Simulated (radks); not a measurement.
Task: N5+, configuration 1s1 2p1 (not the ground configuration). Calculated with a radial shooting solver on a logarithmic mesh with Libxc functionals: scalar-relativistic Kohn-Sham, r2SCAN, spin-polarised, spherical densities, finite nucleus; open shells are filled with parallel spins first; meta-GGA in the generalised Kohn-Sham scheme; Fermi nuclear charge, rms radius 2.5582 fm. Some entries of the table are withheld. Estimate them.

orbital,occ.,eigenvalue (Ry),<1/r> (bohr^-1),<r> (bohr)
1s up,1,-43.29549,(1),0.2163
2s up,0,-8.85619,1.579,0.9334
2p up,1,-8.30981,1.552,0.8128
3d up,0,-3.11215,0.6370,1.849

Result: 
(1) 1s up <1/r> (bohr^-1): 6.968
